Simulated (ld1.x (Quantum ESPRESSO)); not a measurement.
## Transferability test, TM potential for calcium (Ca)

* Element: Ca (Z = 20)
* Generator: ld1.x (Quantum ESPRESSO) 7.5
* Type: norm-conserving Troullier–Martins (Kleinman–Bylander form)
* Functional: LDA (PZ)
* Relativity: fully relativistic
* Frozen core: [Ne]
* Valence charge: 10
* Reference configuration: 3s2 3p6 3d0 4s2 4p0
* Partial waves: 3s (bound): rc 1.45 bohr; 3p (bound): rc 1.10 bohr; 3d (bound, empty): rc 2.65 bohr
* Local potential: all-electron potential smoothed inside 1.60 bohr (lloc = -1)
* Core correction: none

Open shells are filled in proportion to 2j + 1 (rel_dist='average').

Occupied shells without a wave of their own: 4s. They enter only through the test configuration that unscreens the potential.

Energies are relative to the spin-unpolarised reference configuration 3s2 3p6 3d0 4s2 4p0; without spin polarisation the order of configurations can differ from experiment. The frozen-core shift is the all-electron ΔE with the core orbitals held at their reference shape minus the fully relaxed ΔE.

| valence configuration | charge | ΔE all-electron (eV) | error AE − PS (meV) | frozen-core shift (meV) |
| --- | --- | --- | --- | --- |
| 3s2 3p6 3d0 4s0 4p0 | +2 | 18.413 | -5.4 | +0.1 |
| 3s2 3p6 3d0 4s1.5 4p0 | +0.5 | 2.567 | -0.6 | 0.0 |
| 3s2 3p5 3d0 4s2 4p0 | +1 | 34.657 | +33 | +4.0 |
| 3s2 3p6 3d0 4s1 4p1 | 0 | 2.491 | +8.1 | 0.0 |
| 3s2 3p6 3d1 4s0 4p0 | +1 | 7.799 | +53 | +0.8 |

Question: What are ΔE and the potential's error for 3s2 3p6 3d1 4s1 4p0?

Answer: ΔE = 2.242 eV all-electron; the error (AE − PS) is +28 meV.

Question: What are ΔE and the potential's error for 3s2 3p6 3d0 4s1 4p0?

Answer: ΔE = 6.463 eV all-electron; the error (AE − PS) is -1.5 meV.
